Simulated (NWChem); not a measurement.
Everything below was run with NWChem. System: H$_{2}$BBr, charge 1, spin multiplicity 2, at the geometry of a parent with another charge or spin, in a state set for the comparison that need not be this species' ground state. Its SCF solution wasn't tested for a lower state. Level: UMP2/aug-cc-pVDZ, 10 core orbitals frozen.

Part of the output:

```
             Northwest Computational Chemistry Package (NWChem) 7.3.0
             --------------------------------------------------------

                                NWChem Input Module
                                -------------------

 Scaling coordinates for geometry "geometry" by  1.889725989
 (inverse scale =  0.529177249)

 Turning off AUTOSYM since
 SYMMETRY directive was detected!

                             Geometry "geometry" -> ""
                             -------------------------

 Output coordinates in angstroms (scale by  1.889725989 to convert to a.u.)

  No.       Tag          Charge          X              Y              Z
 ---- ---------------- ---------- -------------- -------------- --------------
    1 B                    5.0000     0.00000000     0.00000000     1.55894900
    2 H                    1.0000    -1.05856800     0.00000000     2.12259800
    3 H                    1.0000     1.05856800     0.00000000     2.12259800
    4 Br                  35.0000     0.00000000     0.00000000    -0.34399800

 Effective nuclear repulsion energy (a.u.)      67.1273683454

            Nuclear Dipole moment (a.u.)
            ----------------------------
        X                 Y               Z
 ---------------- ---------------- ----------------
     0.0000000000     0.0000000000     0.0000207870

      Symmetry information
      --------------------

 Group name             C2v
 Group number             16
 Group order               4
 No. of unique centers     3

      Symmetry unique atoms

     1    2    4


 Summary of "ao basis" -> "" (spherical)
 ------------------------------------------------------------------------------
       Tag                 Description            Shells   Functions and Types
 ---------------- ------------------------------  ------  ---------------------
 *                        aug-cc-pvdz                 on all atoms

 Summary of "ao basis" -> "ao basis" (spherical)
 ------------------------------------------------------------------------------
       Tag                 Description            Shells   Functions and Types
 ---------------- ------------------------------  ------  ---------------------
 B                        aug-cc-pvdz                9       23   4s3p2d
 H                        aug-cc-pvdz                5        9   3s2p
 Br                       aug-cc-pvdz               14       36   6s5p3d

                                 NWChem SCF Module
[...]
     2   0 2 0    -16.500066     -8.596883     -7.903184      0.000000
     2   0 1 1     -0.000000     -0.000000     -0.000000      0.000000
     2   0 0 2    -11.380399    -52.104254    -49.638950     90.362805

                   NWChem MP2 Semi-direct Energy/Gradient Module
                   ---------------------------------------------

  Basis functions       =     77
  Molecular orbitals    =     77
  Frozen core           =     10
  Frozen virtuals       =      0
  Active alpha occupied =     11
  Active beta occupied  =     10
  Active alpha virtual  =     56
  Active beta virtual   =     57
  Use MO symmetry       = T
  Use skeleton AO sym   = T

  AO/Fock/Back tols     =   1.0D-09  1.0D-09  1.0D-09

 GA uses MA = F    GA memory limited = T

 Available:
  local mem=  1.26D+08
 global mem=  1.44D+08
 local disk=  0.00D+00
  mp2_memr nvloc                    56
  nvloc new                    56
   1 passes of  11:        3145728                      27803                   6299700.
   1 passes of  11: M    126151532           G      144167342           F     123005804.

 Semi-direct pass number   1 of   1  for UHF alpha       at        5.5s
  vrange nnbf                  3003
  mp2_eaftype                    24  avail_ma_in_mb                  1099
 EAF : mp2_eaftype filesize          24    3149850.
  mp2_eaf for mointskh                     24
Node 0 wrote     14.8 Mb in      0.0 s     Agg I/O rate:  2281.8 Mb/s
 Done moints_semi at       15.8s
  mp2_eaftype                    24  avail_ma_in_mb                  1075
 EAF : mp2_eaftype filesize          24    3149850.
  mp2_eaf for kh                    24
 Done maket at       15.9s
 Done multipass loop at       15.9s

 GA uses MA = F    GA memory limited = T

 Available:
  local mem=  1.26D+08
 global mem=  1.44D+08
 local disk=  0.00D+00
  mp2_memr nvloc                    57
  nvloc new                    57
   1 passes of  10:        3145728                      26630                   5830031.
   1 passes of  10: M    126151532           G      144167342           F     123005804.

 Semi-direct pass number   1 of   1  for UHF beta        at       15.9s
  vrange nnbf                  3003
  mp2_eaftype                    22  avail_ma_in_mb                  1099
 EAF : mp2_eaftype filesize          22    2915016.
  mp2_eaf for mointskh                     22
Node 0 wrote     13.7 Mb in      0.0 s     Agg I/O rate:  2687.3 Mb/s
 Done moints_semi at       25.6s
  mp2_eaftype                    22  avail_ma_in_mb                  1077
 EAF : mp2_eaftype filesize          22    2915016.
  mp2_eaf for kh                    22
 Done maket at       25.6s
 Done multipass loop at       25.6s

          -------------------------------------------
          SCF energy               -2597.885174873375
          Correlation energy          -0.196050058182
          Singlet pairs                0.000000000000
          Triplet pairs                0.000000000000
          Total MP2 energy         -2598.081224931557
          -------------------------------------------

          ---------------------------------------------------
                    Spin Component Scaled (SCS) MP2
          Same spin pairs                     -0.045129855440
          Same spin scaling factor             0.333333333333
          Opposite spin pairs                 -0.150920202741
          Opposite spin scaling fact.          1.200000000000
          SCS-MP2 correlation energy          -0.196147528436
          Total SCS-MP2 energy             -2598.081322401812
          ---------------------------------------------------

 -----------------------
 Performance information
 -----------------------

 Timer overhead =  1.63D-07 seconds/call

               Nr. of calls         CPU time (s)                 Wall time (s)                GFlops
             ---------------    -------------------     ------------------------------   -------------------
Name         Min   Avg   Max    Min     Avg     Max     Min     Avg     Max   Mx/calls   Min     Max     Sum
mp2: moin     2     2     2    20.     20.     20.      20.     20.     20.     10.      0.0     0.0     0.0
mp2: make     2     2     2   0.12    0.12    0.12     0.12    0.12    0.12    6.08E-2   0.0     0.0     0.0
mp2: tota     1     1     1    20.     20.     20.      20.     20.     20.     20.      0.0     0.0     0.0

 The average no. of pstat calls per process was 5.00D+00
 with a timing overhead of 8.17D-07s

 Task  times  cpu:       25.6s     wall:       25.6s

 Total times  cpu:       25.7s     wall:       25.7s
```

### Question
Write an NWChem input that would produce this output.

### Answer
Several could match; the one computed here: 
```
start mol
memory heap 200 mb stack 900 mb global 1100 mb
charge 1
geometry units angstroms nocenter noautoz
  B      0.000000     0.000000     1.558949
  H     -1.058568     0.000000     2.122598
  H      1.058568     0.000000     2.122598
  Br     0.000000     0.000000    -0.343998
  symmetry group C2v
end
basis spherical
  * library aug-cc-pvdz
end
scf
  uhf
  nopen 1
  maxiter 100
  thresh 1e-7
  semidirect memsize 60000000 filesize 0
  # guess.movecs holds the orbitals of an unrestricted PBE0 run
  vectors input guess.movecs output mol.movecs
end
mp2
  freeze core 10
end
task mp2 energy
```
